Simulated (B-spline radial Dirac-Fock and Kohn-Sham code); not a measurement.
What relativity does to the binding energies of C²⁺

System: carbon as C²⁺ in the configuration 1s2 2s2.

Both columns are ΔSCF binding energies of the configuration average from a radial finite-basis atomic code: non-relativistic Hartree-Fock with a point nucleus, and Dirac-Fock with a finite nucleus and the Coulomb interaction alone, averaged over the two j levels with weights 2j+1.

```tsv
shell	Hartree-Fock (eV)	Dirac-Fock (eV)	shift (eV)	shift (%)
1s	339.3	339.4	+0.13	+0.04
2s	45.78	45.80	+0.02	+0.04
```

Relativity binds 1s, 2s more strongly, among those listed most of all 2s in relative terms.

Values without a named source are computed, but for edge energies of neutral atoms, which are taken from tables.
